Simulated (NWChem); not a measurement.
CH₄O₄Si; SMILES O=C(O)[SiH](O)O

```xyz
10

O     -1.0944     1.4080     0.6327
C     -0.1026     1.0587     0.0345
O      0.8695     1.9037    -0.3065
Si     0.1020    -0.7909    -0.4348
O     -1.4170    -1.3868    -0.1883
O      1.2507    -1.3536     0.6146
H      0.6139     2.7842     0.0222
H      0.4880    -1.0504    -1.8435
H     -1.9334    -0.8071     0.3899
H      1.5395    -2.2661     0.5207
```
Atoms are numbered in this order, from 1.

Program: NWChem. Pople sets run with spherical d functions. All runs use the structure optimised with PBE0/def2-SVP. B3LYP is NWChem's, with the RPA form of VWN correlation. GIAO values for the isolated, static molecule; σ is the absolute isotropic shielding, δ = σ(reference) − σ with the isolated reference molecule computed at the same levels (13C: tetramethylsilane, 1H: tetramethylsilane, 17O: water, 29Si: tetramethylsilane).

| level | δ O1 (ppm) | δ C2 (ppm) | δ O3 (ppm) | δ Si4 (ppm) | δ H7 (ppm) | δ H8 (ppm) | δ H9 (ppm) |
|---|---|---|---|---|---|---|---|
| PBE/pcSseg-1 | 477.1 | 179.3 | 244.2 | -45.5 | 6.23 | 5.09 | 3.65 |
| B3LYP/6-311G** | 485.6 | 181.9 | 234.4 | -45.9 | 5.92 | 4.86 | 3.46 |
| BHandHLYP/pcSseg-1 | 495.7 | 190.1 | 220.6 | -48.2 | 6.43 | 4.51 | 3.81 |
| Hartree-Fock/6-31G* | … | 179.6 | … | … | … | 4.83 | … |

Q: Fill in the missing entries.

A: 
- Hartree-Fock/6-31G*, δ O1 (ppm): 432.1
- Hartree-Fock/6-31G*, δ O3 (ppm): 167.7
- Hartree-Fock/6-31G*, δ Si4 (ppm): -36.4
- Hartree-Fock/6-31G*, δ H7 (ppm): 6.08
- Hartree-Fock/6-31G*, δ H9 (ppm): 3.77
